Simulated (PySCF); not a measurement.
# Which determinant of KSr⁺ lies lowest?

Unrestricted PBE0; basis K def2-SVP, Sr def2-SVP with ECP28; scalar-relativistic core potentials; PySCF 2.14. Outer shells of the fragments: K+ closed shells only; Sr 5s2.

Followed along the bond (rough minima from three points):

| 2Ms+1 | unpaired | ⟨S²⟩ at the start | R at minimum (Å) | Te (eV) |
| --- | --- | --- | --- | --- |
| 1 | none | 0.00 | 4.29 | 0.00 |
| 3 | σ ↑, π ↑ | 2.00 | 4.02 | 1.56 |
| 3 | σ ↑↑ | 2.00 | none in the scan | ≤ 1.05 |

Solutions found at the starting distance of 3.755 Å, counted from the lowest of them; the search is not exhaustive and high or unbound solutions are not listed, so other states can lie among these:

```json
{"2Ms+1": "1", "unpaired": "none", "term": "¹Σ⁺", "E (eV)": "0.00", "⟨S²⟩": "0.00", "⟨Lz²⟩": "0.00", "μ (D)": "-4.69"}
{"2Ms+1": "3", "unpaired": "σ ↑↑", "term": "³Σ⁺", "E (eV)": "1.31", "⟨S²⟩": "2.00", "⟨Lz²⟩": "0.00", "μ (D)": "-4.31"}
{"2Ms+1": "3", "unpaired": "σ ↑, π ↑", "term": "³Π", "E (eV)": "1.47", "⟨S²⟩": "2.00", "⟨Lz²⟩": "1.00", "μ (D)": "-2.96"}
{"2Ms+1": "1", "unpaired": "σ ↑, π ↓", "term": "mixed", "E (eV)": "1.93", "⟨S²⟩": "1.00", "⟨Lz²⟩": "1.02", "μ (D)": "-3.39"}
{"2Ms+1": "3", "unpaired": "σ ↑, δ ↑", "term": "³Δ", "E (eV)": "2.08", "⟨S²⟩": "2.00", "⟨Lz²⟩": "4.00", "μ (D)": "-5.78"}
{"2Ms+1": "1", "unpaired": "σ ↑, δ ↓", "term": "mixed", "E (eV)": "2.25", "⟨S²⟩": "1.00", "⟨Lz²⟩": "4.00", "μ (D)": "-5.01"}
```

A term symbol is given only where ⟨S²⟩ and ⟨Lz²⟩ are close to those of a pure state; real π, δ and φ orbitals otherwise mix terms. A positive dipole points towards Sr; it is taken about the centre of mass and depends on that origin.

Counting both spins, an empty level lies below a filled one in some of these solutions, because spin and occupation are held.
